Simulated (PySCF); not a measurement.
## C₆ coefficients of unlike pairs at PBE

Calculated with PySCF 2.14 from the dipole response of each species, C₆(A,B) = (3/π) ∫ α_A(iu) α_B(iu) du, in atomic units, from isotropic polarisabilities. For ions this is the dispersion term alone; charge-induced terms of lower order in 1/R come first.

```tsv
species	configuration	basis	relativity	α (bohr³)	C₆ (like pair)
Ti	[Ar] 3d2 4s2 (3F)	aug-cc-pwCVTZ (10s9p7d4f3g)	none	106.8	1243
Xe	[Xe] (1S)	aug-cc-pVTZ-DK3 (8s7p5d2f)	spin-free X2C	28.61	304.0
Sb²⁺	[Kr] 4d10 5s2 5p1 (2P)	aug-cc-pVTZ-PP with one added diffuse shell each of d, f type with ECP28MDF (6s5p5d3f)	core potential	15.50	91.69
Sn²⁺	[Kr] 4d10 5s2 (1S)	aug-cc-pVQZ-PP with ECP28MDF (7s7p5d3f2g)	core potential	14.63	78.89
```

Problem. Estimate C₆ for Sb²⁺ with Ti.

Solution. The integral gives 289.7. The combination rule 2 C_A C_B / (C_A α_B/α_A + C_B α_A/α_B) gives 280.7 and the geometric mean 337.7.

No spin-orbit coupling is included.

The other pairs:

```tsv
pair	C₆
Sn²⁺, Ti	269.2
Sn²⁺, Xe	154.4
Sn²⁺, Sb²⁺	84.93
Xe, Ti	530.8
Sb²⁺, Xe	166.9
```
